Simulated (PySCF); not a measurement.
```xyz
3
charge -1 multiplicity 1, angstrom
Al    0.0000    0.0000    0.0000
Se    2.1835    0.0000    0.0000
Se   -2.1835    0.0000    0.0000
```

Method: PySCF, PBE0, basis Al def2-TZVPD, Se def2-TZVPD (no relativity, density fitting).

This geometry of [AlSe2]- is a stationary point at this level.

(1) What is the point group?

(2) Is it a minimum?

(3) What are the dipole moment and the gap between the highest occupied and lowest empty levels?

(4) Give the ideal-gas entropy at 298.15 K and 1 bar by parts.

Results:

(1) D∞h.

(2) Yes: all harmonic wavenumbers are real.

(3) 0.00 D about the centre of mass and 4.53 eV.

(4) translation 174.1, rotation 78.6, vibration 31.2, spin 0.0; total 283.9 J/(mol K).

This need not be the most stable arrangement of these atoms. The lowest empty level of this anion is unbound, so it and the gap depend on the basis.
